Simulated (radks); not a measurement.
The numbers below are computed, except where a source is named.
Problem. Rh4+, configuration [Kr] 4d5. Code: a radial shooting solver on a logarithmic mesh with Libxc functionals. Model: Dirac Kohn-Sham, PBE, spin-unpolarised, spherical densities, finite nucleus; open shells fill j = l - 1/2 first; Fermi nuclear charge, rms radius 4.4945 fm.

Spin-orbit splittings of the eigenvalues, e(l+1/2) - e(l-1/2), with zeta = 2 splitting/(2l+1) and mean radii in bohr:

| shell | occ. | splitting (eV) | zeta (eV) | <r> j=l-1/2 | <r> j=l+1/2 |
|---|---|---|---|---|---|
| 2p | 6 | 144.6 | 96.41 | 0.1203 | 0.1252 |
| 3p | 6 | ? | ? | 0.3829 | 0.3936 |
| 3d | 10 | 4.913 | 1.965 | 0.3681 | 0.3716 |
| 4p | 6 | 4.109 | 2.739 | 1.034 | 1.061 |
| 4d | 5 | 0.5369 | 0.2148 | 1.302 | 1.312 |

Estimate the 3p splitting.

Solution. 24.90 eV (zeta = 16.60 eV).
